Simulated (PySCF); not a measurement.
IPb, doublet, at a GFN2-xTB geometry (such geometries of metal compounds can be far from the true shape) (the spin is typed, not shown lowest) (core potentials on I, Pb); DF-R2SCAN/def2-QZVP (PySCF).

The PySCF input:
```python
from pyscf import gto, scf, dft

mol = gto.M(
    atom='''
Pb   -0.000000   -0.000000   -1.094024
I     0.000000    0.000000    1.692641
''',
    basis='def2-qzvp',
    ecp={'I': 'def2-qzvp', 'Pb': 'def2-qzvp'},
    charge=0,
    spin=1,
    verbose=4,
)

mf = dft.UKS(mol)
mf.xc = 'r2scan'
mf = mf.density_fit(auxbasis='def2-universal-jkfit')
mf.kernel()
```

Output, abridged:

```
PySCF version 2.14.0

[INPUT] verbose = 4
[INPUT] num. atoms = 2
[INPUT] num. electrons = 47
[INPUT] charge = 0
[INPUT] spin (= nelec alpha-beta = 2S) = 1
[INPUT] symmetry False subgroup None
[INPUT] Mole.unit = angstrom
[INPUT] Symbol           X                Y                Z      unit          X                Y                Z       unit  Magmom
[INPUT]  1 Pb     0.000000000000   0.000000000000  -1.094024000000 AA    0.000000000000   0.000000000000  -2.067405733701 Bohr   0.0
[INPUT]  2 I      0.000000000000   0.000000000000   1.692641000000 AA    0.000000000000   0.000000000000   3.198627917210 Bohr   0.0

nuclear repulsion = 104.442933042185
number of shells = 44
number of NR pGTOs = 297
number of NR cGTOs = 164
basis = def2-qzvp
ecp = {'I': 'def2-qzvp', 'Pb': 'def2-qzvp'}

******** <class 'pyscf.df.df_jk.DFUKS'> ********
method = DFUKS
initial guess = minao
damping factor = 0
level_shift factor = 0
DIIS = <class 'pyscf.scf.diis.CDIIS'>
diis_start_cycle = 1
diis_space = 8
diis_damp = 0
SCF conv_tol = 1e-09
SCF conv_tol_grad = None
SCF max_cycles = 50
direct_scf = False
number electrons alpha = 24  beta = 23
XC library pyscf.dft.libxc version 7.1.2
    S. Lehtola, C. Steigemann, M. J. T. Oliveira, and M. A. L. Marques,  SoftwareX 7, 1–5 (2018)
XC functionals = r2scan
    J. W. Furness, A. D. Kaplan, J. Ning, J. P. Perdew, and J. Sun,  J. Phys. Chem. Lett. 11, 8208–8215 (2020)
    J. W. Furness, A. D. Kaplan, J. Ning, J. P. Perdew, and J. Sun,  J. Phys. Chem. Lett. 11, 9248–9248 (2020)
    J. W. Furness, A. D. Kaplan, J. Ning, J. P. Perdew, and J. Sun,  J. Phys. Chem. Lett. 11, 8208–8215 (2020)
    J. W. Furness, A. D. Kaplan, J. Ning, J. P. Perdew, and J. Sun,  J. Phys. Chem. Lett. 11, 9248–9248 (2020)
radial grids:
    Treutler-Ahlrichs [JCP 102, 346 (1995); DOI:10.1063/1.469408] (M4) radial grids

becke partition: Becke, JCP 88, 2547 (1988); DOI:10.1063/1.454033
pruning grids: <function nwchem_prune>
grids dens level: 3
symmetrized grids: False
atomic radii adjust function: <function treutler_atomic_radii_adjust>
small_rho_cutoff = 0
Set gradient conv threshold to 3.16228e-05
tot grids = 45192
init E= -410.211611353208

cycle= 1 E= -487.9320394627  delta_E= -77.7  |g|= 3.29  |ddm|= 25.1
cycle= 2 E= -483.003921287262  delta_E= 4.93  |g|= 4.19  |ddm|= 12.4
cycle= 3 E= -489.774968653637  delta_E= -6.77  |g|= 1.29  |ddm|= 11.7
cycle= 4 E= -490.657522211808  delta_E= -0.883  |g|= 0.648  |ddm|=  1.9
cycle= 5 E= -490.824199473181  delta_E= -0.167  |g|= 0.19  |ddm|= 0.602
cycle= 6 E= -490.824500571702  delta_E= -0.000301  |g|= 0.153  |ddm|= 0.202
cycle= 7 E= -490.83493612033  delta_E= -0.0104  |g|= 0.0384  |ddm|= 0.172
cycle= 8 E= -490.836290308432  delta_E= -0.00135  |g|= 0.00637  |ddm|= 0.0644
cycle= 9 E= -490.836328776069  delta_E= -3.85e-05  |g|= 0.00193  |ddm|= 0.0115
cycle= 10 E= -490.836331526273  delta_E= -2.75e-06  |g|= 0.000484  |ddm|= 0.00269
cycle= 11 E= -490.83633164244  delta_E= -1.16e-07  |g|= 0.000143  |ddm|= 0.000794
cycle= 12 E= -490.836331655312  delta_E= -1.29e-08  |g|= 3.35e-05  |ddm|= 0.000284
cycle= 13 E= -490.836331656816  delta_E= -1.5e-09  |g|= 9.09e-06  |ddm|= 0.000103
cycle= 14 E= -490.836331656978  delta_E= -1.63e-10  |g|= 5.05e-06  |ddm|= 4.11e-05
Extra cycle  E= -490.836331656987  delta_E= -9.09e-12  |g|= 7.59e-06  |ddm|= 2.58e-05
converged SCF energy = -490.836331656987  <S^2> = 0.75564502  2S+1 = 2.0056371
```
